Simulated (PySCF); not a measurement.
**Dipole moment and polarisability of [(Cl)3Si]2NH**

Compound: [(Cl)3Si]2NH.
Structure used (PBE0-D3(BJ)/def2-SVP), in Å, numbered top down from 1:
```xyz
10
Cl6HNSi2 angstrom
Si    -1.3138   -0.6244   -0.5617
Cl    -2.5664    0.2230   -1.9370
Cl    -2.4423   -1.3105    0.9962
Cl    -0.3207   -2.2037   -1.3830
N     -0.1894    0.5798   -0.0778
Si     1.3930    0.4515    0.5774
Cl     2.8313    0.3117   -0.8634
Cl     1.5199   -1.1926    1.7751
Cl     1.7381    2.1515    1.6554
H     -0.5252    1.5368   -0.1768
```

Level: wB97X-D/def2-SVPD (PySCF), static field, nuclei fixed, core orbitals frozen in the response. The polarisability tensor in these axes (au):

```
x   134.09   3.83   2.56
y     3.83 125.23   1.24
z     2.56   1.24 126.79
```

**Question.** Diagonalise the tensor; give its mean and Δα, where Δα² is half the sum of the squared differences of the eigenvalues.

**Answer.** Principal values 123.78, 125.98 and 136.35 au; mean 128.71 au = 19.07 Å³ = 21.22 × 10⁻⁴⁰ C²·m²/J; Δα = 11.63 au (9 % of the mean).

**Question.** What is the dipole moment, and where does it point?

**Answer.** (-0.41, 1.17, -0.13) D, 1.25 D in size, pointing from the negative to the positive side. Measured along this direction, the outermost atoms are Cl4 and Cl8 at the negative end and H10 at the positive end.

**Question.** In a dilute gas of rigid molecules at 500 K, how does the orientational term μ²/3kT compare with the electronic polarisability?

**Answer.** In Gaussian units μ²/3kT = 7.54 Å³ against 19.07 Å³, a ratio of 0.40; the Debye molar polarisation (4π/3)N_A(α + μ²/3kT) is 67.1 cm³/mol, leaving out the vibrational part.

**Question.** Refractivity n − 1 of an ideal gas of it at 500 K and 1 atm, from the electronic α?

**Answer.** N = p/kT = 1.4678 × 10¹⁹ cm⁻³, so n − 1 = 2π × N × 19.07 × 10⁻²⁴ cm³ = 1759 × 10⁻⁶ at long wavelengths, for an ideal gas.

**Question.** In TDDFT the mean static polarisability is Σ f/ω² over all singlet excitations (ω in hartree). How much of it do the 10 lowest give? Their energies (eV) and oscillator strengths: 7.46, 0.0007; 7.70, 0.0000; 7.74, 0.0034; 7.78, 0.0017; 7.79, 0.0012; 8.18, 0.0158; 8.21, 0.0420; 8.36, 0.0527; 8.37, 0.0187; 8.45, 0.2345.

**Answer.** They add up to 3.91 au, 3.0 % of the 128.71 au; the largest single term is 2.43 au, from the state at 8.45 eV. Terms in order: 0.01, 0.00, 0.04, 0.02, 0.01, 0.18, 0.46, 0.56, 0.20, 2.43 au. Higher excitations give the rest. The strengths listed sum to 0.371.

**Question.** Give the eigenvalues of the traceless quadrupole moment Θ = ½Σq(3rr − r²1), origin at the centre of nuclear charge.

**Answer.** -5.12, -0.76, 5.87 D·Å. The values depend on the origin, since the dipole doesn't vanish. The electronic extent ⟨r²⟩ about the same centre is 3637 bohr², a root-mean-square distance of 2.72 Å for the 138 electrons.

**Question.** Find the Langevin capture rate constant for H3+ (3.023 u) meeting this molecule (280.778 u), k = 2.342 × 10⁻⁹ cm³/s × √(α in Å³ / reduced mass in u).

**Answer.** The reduced mass is 2.99 u, so k = 5.91 × 10⁻⁹ cm³/s. The formula leaves out the permanent dipole, which adds to the capture rate.

Isolated species at its PBE0-D3(BJ)/def2-SVP geometry, gas phase.

These values come from a run that also computed excited states. Hardware: one thread, Intel Xeon at 2.70 GHz (x86_64), shared host with 64 logical CPUs at a one-minute load of 62. Cost: 2.2 min (with the writing of density and orbital grids), 1.1 GiB resident at most.
